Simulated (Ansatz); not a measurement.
Consider the hydrogenolysis of a C–F bond: `FCBI` + H₂ → `CBI` + H–F.

Calculated with Ansatz (gas phase, PBE0-D4/def2-TZVP geometries, no zero-point term in ΔE). CBS: MP2 limit from def2 TZ/QZ plus the TZ coupled-cluster correction, frozen cores. This one scheme is used for every species. Functionals use def2-TZVPP. Elements past krypton have def2 core potentials. For I outer-core shells are correlated without core-valence functions, which leaves a few kJ/mol of doubt a bond. Each species was taken in one conformer, which may not be the lowest.

(1) Is it downhill or uphill in electronic energy at CCSD(T)/CBS, and by how much? (Best estimate.)

(2) What do these levels give: r2SCAN-D4, PBE, r2SCAN0, CAM-B3LYP, RPA@PBE/def2-TZVPP, CCSD/def2-TZVPP? (Best estimate.)

(3) What do rigid-rotor, harmonic-oscillator terms from PBE0-D4/def2-TZVP frequencies (298.15 K, 1 bar) make of the CCSD(T)/CBS value? (Estimate.)

Largest T1 diagnostic among the species: 0.012.

Results:

(1) Computed: Downhill: ΔE = -1.35 eV.

(2) Ansatz gave: r2SCAN-D4 -1.21, PBE -1.21, r2SCAN0 -1.29, CAM-B3LYP -1.21, RPA@PBE/def2-TZVPP -1.22, CCSD/def2-TZVPP -1.34 eV.

(3) Ansatz gave: ΔZPE = +0.16 eV, ΔH = -1.19 eV, ΔS = 34 J/(mol·K), ΔG = -1.30 eV.

From r2SCAN to r2SCAN0 (25 % exact exchange), in def2-TZVPP and without D4, ΔE moves by −0.08 eV. At CCSD(T), def2-SVP lies +0.13 eV from the extrapolated value and def2-TZVPP +0.03 eV. Leaving LDA and LC-ωPBE aside and taking each functional with its dispersion term where it has one, the values, not all of them listed here, spread over 0.24 eV, from PBE-QIDH to BLYP-D4.
